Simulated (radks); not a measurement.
Values are calculated unless marked as measured or tabulated.
Species: Kr3+. Configuration: [Ar] 3d10 4s1 4p3 5p1 (not the ground configuration). Code: a radial shooting solver on a logarithmic mesh with Libxc functionals. Model: scalar-relativistic Kohn-Sham, BLYP, spin-unpolarised, spherical densities, finite nucleus; Fermi nuclear charge, rms radius 4.1884 fm.

Radial electron density D(r) = 4 pi r^2 rho(r):

```
   r/bohr * D(r) (the largest magnitude, 53.4, reaches the edge; | marks zero)
 0.005071 |        *
 0.005857 |          *
 0.006764 |            *
 0.007812 |               *
 0.009021 |                   *
  0.01034 |                      *
  0.01194 |                          *
  0.01379 |                               *
  0.01592 |                                   *
  0.01839 |                                       *
  0.02123 |                                          *
  0.02452 |                                            *
  0.02832 |                                             *
  0.03271 |                                             *
  0.03747 |                                           *
  0.04328 |                                         *
  0.04998 |                                       *
  0.05772 |                                     *
  0.06666 |                                      *
  0.07698 |                                        *
  0.08891 |                                             *
   0.1027 |                                                  *
   0.1186 |                                                     *
   0.1359 |                                                      *
   0.1569 |                                                   *
   0.1812 |                                            *
   0.2093 |                                     *
   0.2417 |                               *
   0.2791 |                              *
   0.3223 |                                *
   0.3723 |                                   *
   0.4299 |                                     *
   0.4926 |                                   *
   0.5688 |                              *
    0.657 |                      *
   0.7587 |              *
   0.8762 |         *
    1.012 |      *
    1.169 |    *
     1.35 |   *
    1.559 |  *
    1.786 |  *
    2.062 | *
    2.382 |*
    2.751 |*
    3.177 *
    3.669 *
    4.237 *
    4.893 *
    5.651 *
    6.474 *
    7.477 *
    8.635 *
```

D(r) has 3 maxima, at r = 0.0290, 0.129, 0.430 bohr, and minima at 0.0601, 0.275 bohr, inside which lie 2.06, 11.06 electrons.
